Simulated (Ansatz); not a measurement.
A first, cheap relaxation of vanadium oxytrichloride.

```yaml
crystal:
  periodic: [false, false, false]
  atoms:
    - {symbol: O, position_ang: [0.243600, -1.660700, 0.944700]}
    - {symbol: V, position_ang: [0.001200, -0.109000, 0.053900]}
    - {symbol: Cl, position_ang: [-1.347800, 1.364600, 1.292900]}
    - {symbol: Cl, position_ang: [-0.955400, -0.514200, -2.004000]}
    - {symbol: Cl, position_ang: [2.108200, 0.845600, -0.329000]}
basis:
  gaussian: {orbitals: def2-SVP}
hamiltonian: {xc: pbe, dispersion: d4}
relax: {f_tol: 0.03, max_steps: 200}
```

```sh
$ ansatz run in.yaml --threads 4 --pin off --events-out ev --progress --plain --max-ram 10444MiB
```

Shortened log:

```
Functional definition: PBE
mean field -65267.25701565 eV, -2398.5274555896 hartree, gradient 2.6e-5 eV, S^2 0.000000; 0 other end points of the search recorded, 0 dependent functions left out
relax step   1: F+E_penalty+E_count = -65267.43181884 eV  Δ(F+E_penalty+E_count) = +0.000e0 eV  max|allowed force component| = 6.242e0 eV/Å  Δτ_max = 0.0000 Å  (48 SCF iters, accepted)
mean field -65268.94663144 eV, -2398.5895478243 hartree, gradient 1.5e-5 eV, S^2 0.000000; 0 other end points of the search recorded, 0 dependent functions left out
relax step   2: F+E_penalty+E_count = -65269.14128252 eV  Δ(F+E_penalty+E_count) = -1.709e0 eV  max|allowed force component| = 3.181e0 eV/Å  Δτ_max = 0.1983 Å  (37 SCF iters, accepted)
mean field -65269.05188983 eV, -2398.5934159989 hartree, gradient 2.0e-5 eV, S^2 0.000000; 0 other end points of the search recorded, 0 dependent functions left out
relax step   3: F+E_penalty+E_count = -65269.25235758 eV  Δ(F+E_penalty+E_count) = -1.111e-1 eV  max|allowed force component| = 2.154e0 eV/Å  Δτ_max = 0.1292 Å  (37 SCF iters, accepted)
mean field -65269.11919990 eV, -2398.5958895982 hartree, gradient 1.7e-5 eV, S^2 0.000000; 0 other end points of the search recorded, 0 dependent functions left out
relax step   4: F+E_penalty+E_count = -65269.31700913 eV  Δ(F+E_penalty+E_count) = -6.465e-2 eV  max|allowed force component| = 1.233e-1 eV/Å  Δτ_max = 0.0516 Å  (38 SCF iters, accepted)
mean field -65269.11938722 eV, -2398.5958964823 hartree, gradient 1.3e-5 eV, S^2 0.000000; 0 other end points of the search recorded, 0 dependent functions left out
relax step   5: F+E_penalty+E_count = -65269.31718154 eV  Δ(F+E_penalty+E_count) = -1.724e-4 eV  max|allowed force component| = 1.396e-3 eV/Å  Δτ_max = 0.0016 Å  (25 SCF iters, accepted)
mean field -65269.11938722 eV, -2398.5958964823 hartree, gradient 1.3e-5 eV, S^2 0.000000; 1 other end points of the search recorded, 0 dependent functions left out
Total energy: -65269.31727454 eV, -2398.6031687070 hartree
Atom 0 at     0.192826    -1.426685     0.814632 Å, force     0.000599     0.001395    -0.000525 eV/Å
Atom 1 at     0.019704    -0.088843     0.034890 Å, force    -0.001249    -0.000197     0.000371 eV/Å
Atom 2 at    -1.218594     1.210010     1.213202 Å, force     0.001044    -0.000687    -0.000564 eV/Å
Atom 3 at    -0.911378    -0.534281    -1.847500 Å, force     0.000768     0.000304     0.000493 eV/Å
Atom 4 at     1.967243     0.766098    -0.256724 Å, force    -0.001162    -0.000816     0.000226 eV/Å
Dipole moment:    -0.013875     0.107555    -0.062711 e Å
```

Hardware: 4 threads of an Intel Xeon Platinum 8259CL on a shared host. Wall time 7.5 s, peak host memory 0.19 GiB.
